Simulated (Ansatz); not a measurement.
**K⁺ ··· GeH4**

The pair of K⁺ (SMILES [K+], atom 1) and GeH4 (SMILES [GeH4], atoms 2–6), both closed shells, in one local arrangement (a lower one may exist), relaxed at PBE0-D4/def2-TZVP:

K1  (0.281, -0.141, -3.640)
Ge2  (-0.060, 0.030, 0.780)
H3  (0.822, -1.097, 1.317)
H4  (-1.538, -0.188, 1.104)
H5  (0.063, -0.015, -0.776)
H6  (0.432, 1.410, 1.214)
(Å)

Ansatz 0.2.0; basis: def2-TZVPPD, with def2-QZVPPD for the basis limit; cores frozen in the correlated methods. Filled d shells of the heavier atoms are correlated. The outer core shell of Li, Na, Mg and K is correlated. The def2 sets are not built for correlating such inner shells, so the correlated values are less sure here. B3LYP uses VWN-RPA correlation. Extrapolation: Hartree–Fock as exp(−7.88 √X), correlation as X^−2.97. Interaction energies count from these two fragments, frozen as in the pair, with the counterpoise correction; negative means bound.

(1) What is the interaction energy by CCSD(T) at an estimated basis limit (MP2 extrapolated from triple and quadruple zeta, plus CCSD(T) − MP2 in triple zeta)? (An estimate is asked for; the value comes from the calculation.)

(2) Which atoms make the shortest contact between the fragments?

No T1 diagnostic of these runs exceeds 0.012.

Results:

(1) By the calculation: -5.28 kcal/mol. Hartree–Fock alone gives -4.95 kcal/mol at the basis limit. It counts from the two fragments frozen as in the pair.

The same quantity by other methods in triple zeta, and each one's difference from that estimate:
```json
{"method": "PBE-D4", "E_int (kcal/mol)": "-6.99", "difference": "-1.71"}
{"method": "revPBE-D4", "E_int (kcal/mol)": "-7.68", "difference": "-2.40"}
{"method": "BLYP-D4", "E_int (kcal/mol)": "-8.17", "difference": "-2.88"}
{"method": "r2SCAN-D4", "E_int (kcal/mol)": "-5.42", "difference": "-0.13"}
{"method": "B97M-V", "E_int (kcal/mol)": "-5.84", "difference": "-0.56"}
{"method": "PBE0-D4", "E_int (kcal/mol)": "-6.66", "difference": "-1.37"}
{"method": "B3LYP-D4", "E_int (kcal/mol)": "-7.75", "difference": "-2.47"}
{"method": "HSE06-D4", "E_int (kcal/mol)": "-6.67", "difference": "-1.38"}
{"method": "wB97X-V", "E_int (kcal/mol)": "-5.41", "difference": "-0.13"}
{"method": "wB97M-V", "E_int (kcal/mol)": "-5.50", "difference": "-0.21"}
{"method": "B2PLYP", "E_int (kcal/mol)": "-5.26", "difference": "0.02"}
{"method": "HF", "E_int (kcal/mol)": "-4.91", "difference": "0.37"}
{"method": "MP2", "E_int (kcal/mol)": "-5.21", "difference": "0.08"}
{"method": "CCSD", "E_int (kcal/mol)": "-5.12", "difference": "0.16"}
{"method": "CCSD(T)", "E_int (kcal/mol)": "-5.15", "difference": "0.14"}
```
Differences are method less estimate.

(2) K1 and H5, 2.88 Å apart.

Energy to bend the free fragments (PBE0-D4 minima) into their shapes in the pair, CCSD(T)/def2-TZVPPD: GeH4 0.67 kcal/mol. This must be added to the interaction energy to get the binding energy from relaxed fragments.

Basis-set superposition shift (counterpoise-corrected less uncorrected): CCSD(T) 0.59; MP2 0.58; HF 0.09; PBE0-D4 0.11; wB97M-V 0.13 kcal/mol.

For scale, one of the runs: CCSD(T)/def2-TZVPPD, 158 basis functions, launched by `ansatz run in.yaml --threads 2 --pin off --events-out ev --progress --plain --max-ram 5222MiB`. Hardware: 2 CPU threads of an Arm Neoverse V1, shared host. Wall time 28 s; peak host memory 1.1 GiB.
